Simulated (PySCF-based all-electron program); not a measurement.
# Forces on HfCl4, singlet in several shapes

Calculated with an in-house all-electron program built on PySCF, in large uncontracted Gaussian sets near the basis limit; Koelling–Harmon scalar relativity, no spin–orbit coupling, spin-restricted. Forces are good to about 0.010 eV/Å. Atoms are numbered as listed.

Shape A:

```xyz
5

Hf    0.0000    0.0000    0.0000
Cl    1.3348    1.3348    1.3348
Cl   -1.3348   -1.3348    1.3348
Cl   -1.3348    1.3348   -1.3348
Cl    1.3348   -1.3348   -1.3348
```

PBE forces:

```
atom      Fx      Fy  Fz (eV/Å)
 Hf1   0.000   0.000      0.000
 Cl2   0.016   0.016      0.016
 Cl3  -0.016  -0.016      0.016
 Cl4  -0.016   0.016     -0.016
 Cl5   0.016  -0.016     -0.016
```

(1) What forces does PBE0 give in shape A?

Shape B:

```json
{"atom": "Hf", "x (Å)": "0.0000", "y (Å)": "0.0000", "z (Å)": "0.0000"}
{"atom": "Cl", "x (Å)": "1.2013", "y (Å)": "1.2013", "z (Å)": "1.2013"}
{"atom": "Cl", "x (Å)": "-1.3348", "y (Å)": "-1.3348", "z (Å)": "1.3348"}
{"atom": "Cl", "x (Å)": "-1.3348", "y (Å)": "1.3348", "z (Å)": "-1.3348"}
{"atom": "Cl", "x (Å)": "1.3348", "y (Å)": "-1.3348", "z (Å)": "-1.3348"}
```

Against shape A, Hf1–Cl2 goes from 2.312 to 2.081 Å.

PBE forces:

| atom | Fx | Fy | Fz (eV/Å) |
| --- | --- | --- | --- |
| Hf1 | -3.433 | -3.433 | -3.433 |
| Cl2 | 3.455 | 3.455 | 3.455 |
| Cl3 | -0.099 | -0.099 | 0.176 |
| Cl4 | -0.099 | 0.176 | -0.099 |
| Cl5 | 0.176 | -0.099 | -0.099 |

(2) What forces does HSE06 give in shape B?

Answers

(1) The forces move by 0.164 eV/Å (r.m.s. over the atoms) from PBE.

```tsv
atom	Fx	Fy	Fz (eV/Å)
Hf1	0.000	0.000	0.000
Cl2	-0.090	-0.090	-0.090
Cl3	0.090	0.090	-0.090
Cl4	0.090	-0.090	0.090
Cl5	-0.090	0.090	0.090
```

(2) The forces move by 0.138 eV/Å (r.m.s. over the atoms) from PBE.

```csv
atom,Fx,Fy,Fz (eV/Å)
Hf1,-3.485,-3.485,-3.485
Cl2,3.406,3.406,3.406
Cl3,-0.003,-0.003,0.085
Cl4,-0.003,0.085,-0.003
Cl5,0.085,-0.003,-0.003
```
